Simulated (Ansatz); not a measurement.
Correlation energies of FH2OPSi by basis set

Cartesian coordinates in Å:
```
F -2.1083 -0.0405 -0.4791
Si -1.3277 -1.4112 -0.1247
O 0.2261 -0.9061 -0.0644
P 1.1480 0.4475 -0.3368
H 1.8276 0.4564 0.9137
H 0.2343 1.4540 0.0914
```

The species carries charge 0 and has multiplicity 1. The bonds changed during the relaxation, so this is another structure than the one it started from. The structure was optimised at the PBE0-D4/def2-TZVP level. Frozen core, restricted reference, the Gaussian-basis code of Ansatz. CBS rows extrapolate triple and quadruple zeta; past MP2 they add the triple-zeta difference.

```csv
basis,HF (Eh),MP2 corr.,CCSD corr.,(T),CCSD(T) total
def2-SVP,-804.86746,-0.56109,?,?,?
def2-TZVPP,-805.32864,?,-0.76060,-0.02814,?
def2-QZVPP,-805.35694,-0.79529,–,–,–
CBS(def2),?,-0.84255,-0.87166,as TZ,?
```

Task: Fill in the withheld values. (Estimate.)

Result: Ansatz gave: def2-SVP CCSD corr.: -0.59581; def2-SVP (T): -0.01400; def2-SVP CCSD(T) total: -805.47727; def2-TZVPP MP2 corr.: -0.73149; def2-TZVPP CCSD(T) total: -806.11738; CBS(def2) HF (Eh): -805.36083; CBS(def2) CCSD(T) total: -806.26063.
